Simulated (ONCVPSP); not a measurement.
**Cs (Z = 55): one change to an ONCV potential, before and after**

- Element: Cs
- Generator: ONCVPSP 4.0.1
- Type: optimised norm-conserving Vanderbilt (ONCV)
- Functional: PBEsol
- Relativity: scalar-relativistic
- Frozen core: [Kr] 4d10
- Valence charge: 9
- Reference configuration: 5s2 5p6 6s1
- Partial waves: 5s+6s: rc 2.90 bohr, ncon 3, nbas 6, qcut 3.8 1/bohr, 2 projectors; 5p: rc 2.30 bohr, ncon 3, nbas 6, qcut 3.6 1/bohr, 2 projectors, debl 1.1 Ha; d scattering state at 0.07 Ha: rc 2.65 bohr, ncon 3, nbas 6, qcut 3.1 1/bohr, 2 projectors, debl 2.9 Ha
- Local potential: polynomial inside 2.05 bohr (lpopt 5, dvloc0 2 Ha)
- Core correction: none

In the d channel the program set the typed energies aside and used 0.050, 2.950 Ha.

All-electron outer shells of the reference configuration (PBEsol, scalar-relativistic, ld1.x):

```json
{"shell": "5s", "level (eV)": "-26.79", "outermost node (bohr)": "0.82", "outermost maximum (bohr)": "1.54"}
{"shell": "5p", "level (eV)": "-13.55", "outermost node (bohr)": "0.89", "outermost maximum (bohr)": "1.79"}
{"shell": "6s", "level (eV)": "-2.08", "outermost node (bohr)": "2.11", "outermost maximum (bohr)": "4.80"}
```

Change: core correction Teter function, fcfact 1.5, rcfact 1.5.

Cutoffs: the cutoffs (Ha) at which the residual kinetic energy of the hardest occupied pseudo-wave falls to 1 and 0.1 mHa per electron; they do not see the model core or the augmentation charge, which bear on the density cutoff. Errors are all-electron minus pseudo energies relative to the spin-unpolarised reference configuration.

Q: Predict the effect on cutoff, ghosts and configuration errors.

A: The potential gets neither clearly harder nor softer (4.3 Ha and 19 Ha → 4.3 Ha and 19 Ha); of the 4 tests that both files solve, the error grows in 1 and shrinks in 0 by more than 15 % and 0.3 meV (median size 0.3 → 0.4 meV); neither file shows a bound ghost. A model core, the more so a compact one, raises the density cutoff, which this test does not measure.

| quantity | base | changed |
| --- | --- | --- |
| cutoff, loose | 4.3 Ha | 4.3 Ha |
| cutoff, tight | 19 Ha | 19 Ha |
| bound ghosts | none | none |
| GHOST(+) flags under 300 eV | p at 197.8 eV | p at 197.8 eV |
| error for 5s2 5p6 6s0, meV [ΔE 3.79 eV] | -0.3 | -0.5 |
| error for 5s2 5p6 6s0.5, meV [ΔE 1.46 eV] | -0.1 | -0.1 |
| error for 5s2 5p6 6s0 6p1, meV [ΔE 1.35 eV] | -0.2 | -0.4 |
| error for 5s2 5p5 6s1, meV [ΔE 17.89 eV] | -10 | -14 |
| s: phases at 2.94 bohr within 0.05 rad from the reference energy up to (Ha; the scan ends near 5) | 2.4 | 2.4 |
| p: phases at 2.33 bohr within 0.05 rad from the reference energy up to (Ha; the scan ends near 5) | 2.0 | 2.0 |
| d: phases at 2.69 bohr within 0.05 rad from the reference energy up to (Ha; the scan ends near 5) | to the end of the scan | to the end of the scan |
